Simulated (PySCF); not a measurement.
An unknown is described by computed data only.

Formula: C6H10O3.

* NMR, other nuclei: isotropic shieldings of nuclei other than C and H, by class: -92 (1 O), 55 (1 O), 300 (1 O) ppm [GIAO PBE/pcSseg-1]
* Rotational structure: rotational constants A, B, C: 7.139, 0.569, 0.532 GHz [PBE0-D3(BJ)/def2-SVP]
* Triplet: lowest triplet excitation (Tamm–Dancoff): 4.12 eV [TDA PBE0/def2-SVPD]
* UV, first state: lowest singlet excitation: 5.82 eV (213 nm, f = 0.001) [TDDFT PBE0/def2-SVPD]
* 1H NMR: chemical shifts (computed TMS as zero) by class: 7.74 (1 H), 4.99 (1 H), 4.62 (1 H), 3.46 (3 H), 3.41 (2 H), 2.62 (2 H) ppm [GIAO PBE/pcSseg-1]
* Dipole: 0.72 D [PBE0/def2-SVPD]
* UV, strongest line: among the 10 lowest singlet transitions: S2 at 6.15 eV (202 nm, f = 0.276) [TDDFT PBE0/def2-SVPD]
* 13C NMR: chemical shifts (computed TMS as zero) by class: 167.6 (1 C), 145.3 (1 C), 98.5 (1 C), 72.3 (1 C), 61.6 (1 C), 36.7 (1 C) ppm [GIAO PBE/pcSseg-1]
* Valence photoelectron: vertical ionisation energy: 9.57 eV [ΔSCF PBE0/def2-SVPD]

Gas-phase values; electronic properties from PySCF, density fitting. Levels stand in brackets. One conformer (not necessarily the lowest) at the PBE0-D3(BJ)/def2-SVP geometry, without solvent, vibrations or thermal averaging. NMR classes are plain means over equivalent atoms (diastereotopic ones count apart unless rotation or inversion swaps them), as if these changed places fast.

Question: Propose a structure and show how it fits.

Answer: Numbering: `[CH2:1]=[CH:2][O:3][C:4](=[O:5])[CH2:6][CH2:7][O:8][CH3:9]`. Its formula, C6H10O3, gives 2 degrees of unsaturation: 0 rings and 2 π bonds in the structure found. 6 carbons fall into 6 classes; from least to most shielded: ester carbonyl carbon [C4] (167.6 ppm), vinylic carbon bearing oxygen [C2] (145.3 ppm), terminal =CH2 carbon [C1] (98.5 ppm), sp3 carbon bound to oxygen [C7] (72.3 ppm), methoxy carbon [C9] (61.6 ppm), sp3 carbon next to a carbonyl [C6] (36.7 ppm). Hydrogen classes from least to most shielded: 1 H on a vinylic carbon bearing oxygen, C2 (7.74 ppm), 1 H on a terminal =CH2 carbon, C1 (4.99 ppm), 1 H on a terminal =CH2 carbon, C1 (4.62 ppm), 3 H on a methoxy carbon, C9 (3.46 ppm, a mean of values up to 0.5 ppm apart in this geometry), 2 H on an sp3 carbon bound to oxygen, C7 (3.41 ppm), 2 H on an sp3 carbon next to a carbonyl, C6 (2.62 ppm). The other shieldings belong to: -92 ppm, ester carbonyl oxygen [O5]; 55 ppm, ester single-bonded oxygen [O3]; 300 ppm, ether oxygen [O8]. S1 is mainly HOMO−2→LUMO (weight 0.89); the largest Löwdin shares of the orbital it empties are 0.65 on the ester carbonyl oxygen, 0.09 on the sp3 carbon next to a carbonyl, 0.09 on the ester carbonyl carbon and 0.09 on the ester single-bonded oxygen, of the orbital it fills 0.26 on the ester carbonyl carbon, 0.19 on the ester carbonyl oxygen, 0.17 on the terminal =CH2 carbon and 0.14 on the vinylic carbon bearing oxygen. The first electron is taken from the HOMO, whose largest Löwdin shares are 0.36 on the terminal =CH2 carbon, 0.27 on the vinylic carbon bearing oxygen, 0.18 on the ester single-bonded oxygen and 0.05 on the ester carbonyl oxygen. The optimised geometry has point group Cs and is an asymmetric top. Structure: `C=COC(=O)CCOC`. Computed isomers that give other values at the same levels: `C=COC(=O)COCC` (rotational constant A: 5.925 GHz; this holds for the one conformer computed); `C=C(C)COC(=O)OC` (rotational constant A: 4.468 GHz; this holds for the one conformer computed). The assignments are read from this structure; whether some other isomer fits the data as well wasn't checked.
